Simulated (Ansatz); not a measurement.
ClGe, doublet (typed; the unrestricted solution is spin-contaminated), at a GFN2-xTB geometry. Base run: Ansatz (a quantum-chemistry and plane-wave program) with BLYP/STO-3G.

Geometry (Å):
```xyz
2

Ge     0.0000     0.0000    -0.7475
Cl     0.0000     0.0000     1.4071
```
Charge 0, spin multiplicity 2.
Orbitals are unrestricted.
All else is at Ansatz's defaults.
Base energy -2508.02696 Eh.

The base run was repeated with changes; each row names its change, and settings that it needs were set with it.

```
change                                                            ΔE vs base (kcal/mol)
----------------------------------------------------------------  ---------------------
base                                                                              0.000
final_grid = 6, 12, 29                                                            0.000
final_grid = 14, 28, 59                                                           0.000
lower_state_search = off                                                          0.000
lower_state_search = full                                                         0.000
final_grid = 4, 8, 17                                                             0.137
point_charge = charge:-1.0 position_ang:-2.8937, -2.6062, -0.878                  -7.14
nuclear_model = gaussian                                                           3.87
forces = on                                                                       0.000
fitting.mean_field = def2-universal-JKFIT                                         -1.71
accuracy = high                                                                   0.000
```
